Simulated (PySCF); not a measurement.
Members of the series Al-XY, Y = chloro; each row names its spin state. All species are isolated molecules in the gas phase. One relaxed conformer stands for each flexible species; it need not be the lowest. Strings in code marks are SMILES.

These are PBE0-D3(BJ)/def2-TZVPD in PySCF values and carry that method's errors. 

A: X = hydroxy, multiplicity 1 (`[OH][Al-][Cl]` (lower singlet; H–O–Al–Cl torsion 0°))
B: X = cyano, multiplicity 1 (`N#[C][Al-][Cl]` (lower singlet))
C: X = formyl, multiplicity 1 (`O=[CH][Al-][Cl]` (lower singlet; O–C–Al–Cl torsion 120°))
D: X = H, multiplicity 1 (`[AlH-][Cl]` (lower singlet))

Q: Pick the species with the highest HOMO.

A: D (-0.02 eV); next is C (-0.44 eV).
